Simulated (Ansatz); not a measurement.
Gas-phase electronic energies from Ansatz, PBE0-D4/def2-TZVP geometries. CCSD(T)/CBS adds triple-zeta CCSD(T) − MP2 to the extrapolated MP2 energy (def2 sets, frozen cores). DFT in def2-TZVPP. B3LYP here is the variant with VWN-RPA as its local correlation; programs differ in this. For Ga outer-core shells are correlated without core-valence functions, which leaves a few kJ/mol of doubt a bond. Scalar relativity is left out up to krypton. One conformer a species, not always the lowest.

Reaction (cleavage of the Ga–Si bond): `C[SiH2]S[SiH2][GaH2]` + CH₃NH₂ → `C[NH][GaH2]` + `C[SiH2]S[SiH3]`

CCSD(T)/CBS gives -37.8 kJ/mol.

Another level gave -28.5 kJ/mol. Which?
A. PBE0-D4/def2-TZVPP
B. LDA (SPW92)/def2-TZVPP
C. B3LYP-D4/def2-TZVPP
D. CCSD(T)/def2-TZVPP

B. LDA (SPW92) -28.5, CCSD(T)/def2-TZVPP -40.0, PBE0-D4 -23.7, B3LYP-D4 -34.2 kJ/mol.

Largest T1 diagnostic among the species: 0.015.

The D4 term adds +12.6 kJ/mol with B3LYP and +7.1 kJ/mol with PBE0; it sums over pairs of atoms, weighted by their polarisabilities, and B3LYP, whose exchange is more repulsive, gets the larger term. Leaving LDA and LC-ωPBE aside and taking each functional with its dispersion term where it has one, the values, not all of them listed here, spread over 24.5 kJ/mol, from B2PLYP to revPBE-D4. In def2-TZVPP, CCSD(T) changes the Hartree–Fock value by +16.3 kJ/mol (the triples alone add +1.8 kJ/mol) and MP2 by +10.9 kJ/mol.
